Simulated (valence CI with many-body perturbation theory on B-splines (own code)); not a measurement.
## E1 line list for Dy60+

Level of theory: valence CI with perturbative core correlation (CI+MBPT): four valence electrons over a frozen Dirac-Fock core [He], a basis of 11 s, 11 p, 9 d, 7 f, 5 g, 2 h, 1 i functions for each j, with the one-electron correlation potential Σ1, the two-electron term Σ2, the three-electron term Σ3, Breit, model QED; selected CI, second order for the rest (own B-spline code, finite nucleus).

No measured spectrum was set against this ion. As an estimate, large intervals hold to a few tenths of a per cent, small ones and those within an open d or f shell to about a per cent. Among the levels kept, up to 290 cm⁻¹ of a level comes from second order outside the variational space, and about a tenth of that is noise between levels of different J, which matters for small intervals.

Lines 1 to 50 of 250 in falling wavelength, among levels below 701.65 Ry, chosen from the strongest by gf and those to the six lowest levels. Wavelengths and rates use the calculated energies. Electric multipoles are in the length gauge, E1 and E2 with the static RPA response of the core. Weak lines are less certain than strong ones. Lines between different terms over intervals too small for the method are left out, as are lines whose strength nearly cancels. The highest levels of a list are the least certain.

Levels are named by their leading jj configuration (3d3/2^4 stands for four electrons in 3d with j = 3/2), which in mixed levels can hold well under half, so a name can repeat and another be missing. Letters in brackets count levels of one name in rising energy.

```tsv
λ vac (Å)	Upper	Lower	A (s⁻¹)	S (a.u.) with core polarisation	S without
93.44	(2s 2p1/2 2p3/2 3d5/2) J=5	(2s 2p1/2 2p3/2 3p3/2) J=4	2.69e+10	1.19e-01	1.19e-01
92.53	(2s 2p1/2^2 3d5/2) J=3	(2s 2p1/2^2 3p3/2) J=2	2.78e+10	7.62e-02	7.62e-02
91.82	(2s^2 2p3/2 3d5/2) J=4	(2s^2 2p3/2 3p3/2) J=3	2.25e+10	7.75e-02	7.75e-02
91.00	(2s 2p1/2 2p3/2 3d5/2) J=4 [a]	(2s 2p1/2 2p3/2 3p3/2) J=3 [a]	1.52e+10	5.09e-02	5.09e-02
90.36	(2s 2p1/2 2p3/2 3d5/2) J=4 [b]	(2s 2p1/2 2p3/2 3p3/2) J=3 [b]	2.36e+10	7.73e-02	7.73e-02
87.89	(2s^2 2p1/2 3d5/2) J=3	(2s^2 2p1/2 3p3/2) J=2	2.99e+10	7.02e-02	7.02e-02
85.19	(2s 2p1/2^2 3d5/2) J=2	(2s 2p1/2^2 3p3/2) J=1	3.20e+10	4.89e-02	4.89e-02
64.89	(2s 2p1/2 2p3/2^2) J=2 [a]	(2s^2 2p3/2^2) J=2	1.68e+09	1.13e-03	1.13e-03
53.30	(2s 2p1/2 2p3/2^2) J=3	(2s^2 2p3/2^2) J=2	1.25e+10	6.55e-03	6.56e-03
53.01	(2s 2p1/2^2 2p3/2) J=2	(2s^2 2p1/2 2p3/2) J=2	9.99e+09	3.67e-03	3.68e-03
49.29	(2s 2p1/2^2 2p3/2) J=2	(2s^2 2p1/2 2p3/2) J=1	1.45e+10	4.28e-03	4.29e-03
41.40	(2s 2p1/2 2p3/2 3d3/2) J=3 [b]	(2s 2p1/2 2p3/2 3p1/2) J=2 [b]	1.12e+11	2.74e-02	2.74e-02
40.83	(2s 2p1/2 2p3/2^2) J=1 [a]	(2s^2 2p3/2^2) J=2	2.17e+10	2.19e-03	2.19e-03
40.80	(2s 2p1/2 2p3/2 3d3/2) J=2 [d]	(2s 2p1/2 2p3/2 3p1/2) J=1 [c]	1.50e+11	2.51e-02	2.51e-02
39.96	(2s 2p1/2^2 2p3/2) J=1	(2s^2 2p1/2 2p3/2) J=2	4.08e+10	3.85e-03	3.86e-03
39.96	(2s 2p1/2 2p3/2 3d3/2) J=2 [b]	(2s 2p1/2 2p3/2 3p1/2) J=2 [b]	1.96e+11	3.09e-02	3.09e-02
39.54	(2s 2p1/2 2p3/2^2) J=2 [b]	(2s^2 2p3/2^2) J=2	2.01e+10	3.07e-03	3.07e-03
39.35	(2s 2p1/2^2 3p3/2) J=1	(2s 2p1/2^2 3s) J=0	2.81e+11	2.54e-02	2.54e-02
39.31	(2s^2 2p3/2 3d3/2) J=2	(2s^2 2p3/2 3p1/2) J=2	1.38e+11	2.07e-02	2.07e-02
39.04	(2s^2 2p3/2 3d3/2) J=2	(2s^2 2p3/2 3p1/2) J=1	1.45e+11	2.13e-02	2.13e-02
38.86	(2s 2p1/2 2p3/2 3d3/2) J=1 [b]	(2s 2p1/2 2p3/2 3p1/2) J=2 [b]	3.18e+11	2.76e-02	2.76e-02
38.72	(2s 2p1/2 2p3/2 3d3/2) J=2 [c]	(2s 2p1/2 2p3/2 3p1/2) J=1 [b]	1.47e+11	2.10e-02	2.10e-02
38.55	(2s^2 2p3/2 3p3/2) J=1	(2s^2 2p3/2 3s) J=1	3.61e+11	3.06e-02	3.06e-02
38.50	(2s 2p1/2 2p3/2 3d3/2) J=3 [c]	(2s 2p1/2 2p3/2 3p1/2) J=2 [c]	2.82e+11	5.56e-02	5.56e-02
38.43	(2s 2p1/2 2p3/2 3d3/2) J=3 [a]	(2s 2p1/2 2p3/2 3p1/2) J=2 [a]	2.64e+11	5.19e-02	5.19e-02
38.42	(2s^2 2p3/2 3d3/2) J=3	(2s^2 2p3/2 3p1/2) J=2	2.97e+11	5.82e-02	5.82e-02
38.41	(2s 2p1/2 2p3/2 3d3/2) J=2 [a]	(2s 2p1/2 2p3/2 3p1/2) J=1 [a]	1.42e+11	1.99e-02	1.99e-02
38.36	(2s 2p1/2 2p3/2 3d3/2) J=4	(2s 2p1/2 2p3/2 3p1/2) J=3	2.68e+11	6.72e-02	6.72e-02
38.31	(2s^2 2p1/2 3d3/2) J=2	(2s^2 2p1/2 3p1/2) J=1	2.93e+11	4.07e-02	4.07e-02
38.28	(2s 2p1/2 2p3/2 3p3/2) J=3 [c]	(2s 2p1/2 2p3/2 3s) J=2 [c]	3.78e+11	7.32e-02	7.33e-02
38.24	(2s 2p1/2^2 3d3/2) J=2	(2s 2p1/2^2 3p1/2) J=1	2.80e+11	3.86e-02	3.86e-02
38.14	(2s 2p1/2 2p3/2 3d3/2) J=1 [a]	(2s 2p1/2 2p3/2 3p1/2) J=1 [a]	2.26e+11	1.86e-02	1.86e-02
38.04	(2s 2p1/2 2p3/2 3p3/2) J=2 [c]	(2s 2p1/2 2p3/2 3s) J=1 [c]	3.85e+11	5.22e-02	5.23e-02
38.04	(2s 2p1/2 2p3/2 3p3/2) J=2 [b]	(2s 2p1/2 2p3/2 3s) J=2 [b]	2.61e+11	3.54e-02	3.54e-02
37.98	(2s 2p1/2 2p3/2 3p3/2) J=3 [a]	(2s 2p1/2 2p3/2 3s) J=2 [a]	2.94e+11	5.57e-02	5.57e-02
37.81	(2s 2p1/2^2 2p3/2) J=1	(2s^2 2p1/2 2p3/2) J=1	9.16e+09	7.33e-04	7.34e-04
37.79	(2s^2 2p3/2 3p3/2) J=3	(2s^2 2p3/2 3s) J=2	4.81e+11	8.97e-02	8.97e-02
37.73	(2s^2 2p3/2 3d3/2) J=1	(2s^2 2p3/2 3p1/2) J=1	2.58e+11	2.05e-02	2.05e-02
37.52	(2s 2p1/2 2p3/2 3p3/2) J=2 [a]	(2s 2p1/2 2p3/2 3s) J=1 [a]	1.72e+11	2.24e-02	2.24e-02
37.44	(2s 2p1/2 2p3/2 3p3/2) J=4	(2s 2p1/2 2p3/2 3s) J=3	4.29e+11	1.00e-01	1.00e-01
37.43	(2s 2p1/2 2p3/2 3p3/2) J=3 [b]	(2s 2p1/2 2p3/2 3s) J=2 [b]	1.81e+11	3.28e-02	3.28e-02
37.41	(2s 2p1/2 2p3/2 3d3/2) J=3 [b]	(2s 2p1/2 2p3/2 3p1/2) J=3	1.61e+11	2.92e-02	2.92e-02
37.38	(2s^2 2p3/2 3d5/2) J=3	(2s 2p1/2 2p3/2 3s) J=2 [a]	1.75e+11	3.16e-02	3.16e-02
36.72	(2s^2 2p1/2 3p3/2) J=2	(2s^2 2p1/2 3s) J=1	5.07e+11	6.20e-02	6.20e-02
36.64	(2s 2p1/2 2p3/2 3p3/2) J=2 [d]	(2s 2p1/2 2p3/2 3s) J=2 [c]	2.15e+11	2.61e-02	2.61e-02
36.33	(2s 2p1/2 2p3/2 3p3/2) J=1 [b]	(2s 2p1/2 2p3/2 3s) J=2 [b]	4.82e+11	3.42e-02	3.42e-02
36.18	(2s 2p1/2 2p3/2 3p3/2) J=1 [c]	(2s 2p1/2 2p3/2 3s) J=1 [c]	2.41e+11	1.69e-02	1.69e-02
36.13	(2s^2 2p1/2 3p3/2) J=1	(2s^2 2p1/2 3s) J=0	3.70e+11	2.58e-02	2.58e-02
35.98	(2s 2p1/2^2 3p3/2) J=2	(2s 2p1/2^2 3s) J=1	4.75e+11	5.47e-02	5.47e-02
35.75	(2s 2p1/2 2p3/2 3p3/2) J=2 [d]	(2s 2p1/2 2p3/2 3s) J=1 [b]	2.82e+11	3.18e-02	3.18e-02
```
